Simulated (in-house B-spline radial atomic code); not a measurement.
## Ru: [Kr] 4d7 5s1

Method: Dirac-Kohn-Sham HSE06, spherical fractional occupations, Fermi nucleus of rms radius 4.4809 fm. Calculated with an all-electron radial atomic-structure program (B-spline basis).

Screening seen three ways: the hydrogenic charge with the same mean radius, Z_r = [3n² - l(l+1)]/(2<r>), the one with the same energy, Z_e = n√(-2ε), and Slater's rules. Values are occupation-weighted means over j. An effective charge above Z reflects the relativistic contraction of the inner shells.

```csv
shell,electrons,ε (eV),<r> (bohr),Z_r,Z_e,Slater
1s,2,-22007,0.03343,44.87,40.22,43.70
2s,2,-3183.7,0.1452,41.31,30.59,39.85
2p,6,-2851.6,0.1268,39.43,28.95,39.85
3s,2,-569.81,0.4017,33.61,19.41,32.75
3p,6,-459.53,0.4021,31.08,17.43,32.75
3d,10,-281.2,0.3838,27.35,13.64,22.85
4s,2,-81.069,1.021,23.52,9.76,16.25
4p,6,-49.786,1.129,20.36,7.65,16.25
4d,7,-5.783,1.702,12.34,2.61,5.90
5s,1,-4.1659,3.453,10.86,2.77,3.25
```

The least bound orbital is 5s1/2 at -4.166 eV, and it is also the most diffuse (<r> = 3.453 bohr).

Spin-orbit splittings of the orbital energies (j = l + 1/2 above j = l - 1/2 when positive): 2p 131.1 eV, 3p 22.44 eV, 3d 4.358 eV, 4p 3.431 eV, 4d 0.3268 eV.

For the 1s electron the small component carries 2.58 % of the norm, the zero-frequency Breit interaction raises the level by 44.94 eV, self-energy by 24.81 eV, and vacuum polarisation lowers it by 2.963 eV.

Caution: exact exchange at fractional occupations of open shells leaves self-interaction of up to several eV.
